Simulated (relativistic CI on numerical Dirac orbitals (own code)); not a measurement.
# Er3+: resonant inelastic scattering at the M4,5 edge

Computed with this model: Dirac-Coulomb-Breit CI, KLI orbitals optimised for each configuration, a model potential for QED, valence Slater integrals scaled by 0.8, Kramers-Heisenberg scattering through one core-hole configuration in a parametric crystal field; configurations [Xe] 4f11 → [Ar] 3d9 4s2 4p6 4d10 4f12 5s2 5p6; 10 K; core-hole width 0.6 eV; summed over polarisations. Incident energies are the highest absorption maxima for each field (at most a few, so the weaker spin-orbit partner edge can be absent), on the computed scale of the free ion. Intensities are in per cent of the strongest line above 0.02 eV; levels within 1 cm⁻¹ are merged; final levels count from the ground level, the first row holds all elastic scattering, lines under 0.4 are left out and each table stops after 24 rows. The scale of the Slater integrals is a model choice and moves the terms in proportion.

Field parameters in Wybourne normalisation; cubic f-shell fields have B⁴₄ = √(5/14) B⁴₀ and B⁶₄ = −√(7/2) B⁶₀. The field is a parameter set, without covalency.

S is read from ⟨S²⟩ = S(S + 1).

Oh, B40 = -1200, B60 = -440 cm⁻¹:

```
Final level (eV)  Degeneracy  Irrep     S  1405.6 eV  1407.9 eV
           0.000           4     Γ8  1.48      120.2      495.0
           0.022           2     Γ6  1.48       33.7      100.0
           0.037           4     Γ8  1.48       31.1       86.4
           0.050           4     Γ8  1.48       15.7       21.6
           0.064           2     Γ7  1.48        2.8        4.4
           0.814           2     Γ7  1.49        0.2        2.4
           0.822           4     Γ8  1.49        0.4        3.8
           0.838           4     Γ8  1.49        0.1        1.4
           1.250           2     Γ7  1.35        0.1        2.4
           1.252           4     Γ8  1.35        0.1        2.3
           2.356           2     Γ7  0.97        0.2        5.8
           2.356           2     Γ6  0.99        0.0        0.5
           2.359           4     Γ8  0.98        0.1        3.6
           2.362           4     Γ8  1.02        0.1        2.2
           3.225           2     Γ6  0.58        0.0        2.1
           3.230           4     Γ8  0.55        0.1        6.7
           3.265           4     Γ8  0.55        0.1        4.7
           3.275           4     Γ8  0.55        0.0        1.2
           3.351           2     Γ6  1.28        0.0        0.7
           3.356           4     Γ8  1.30        0.1        2.0
           3.365           2         1.31        0.2        6.0
           3.382           4         1.32        0.2        4.6
```

Oh, B40 = 850, B60 = 530 cm⁻¹:

```tsv
Final level (eV)	Degeneracy	Irrep	S	1405.6 eV	1407.9 eV
0.000	2	Γ7	1.48	126.7	541.2
0.017	4	Γ8	1.48	100.2	433.5
0.035	4	Γ8	1.48	54.4	100.0
0.042	2	Γ6	1.48	34.9	45.7
0.070	4	Γ8	1.48	8.2	11.1
0.822	2	Γ7	1.49	0.3	3.0
0.828	4	Γ8	1.49	0.8	5.2
0.830	2	Γ6	1.49	0.2	0.9
0.841	4	Γ8	1.49	0.2	2.2
1.256	6	Γ6+Γ8	1.35	0.2	7.1
1.261	4	Γ8	1.35	0.1	1.6
2.354	4	Γ8	1.00	0.5	13.8
2.365	2	Γ6	0.97	0.0	1.1
2.367	4	Γ8	0.97	0.1	4.8
2.402	4	Γ8	1.23	0.0	0.5
3.240	4	Γ8	0.55	0.0	1.8
3.245	4	Γ8	0.55	0.0	5.2
3.260	2	Γ7	0.55	0.2	9.6
3.269	4	Γ8	0.56	0.0	5.2
3.271	2	Γ6	0.59	0.0	0.9
3.352	4	Γ8	1.31	0.5	11.2
3.377	4		1.31	0.3	8.7
3.384	2		1.28	0.0	1.4
```

For the first field the strongest loss at the lowest incident energy is the level at 0.02 eV (S = 1.48, against 1.48 in the thermal ground state).
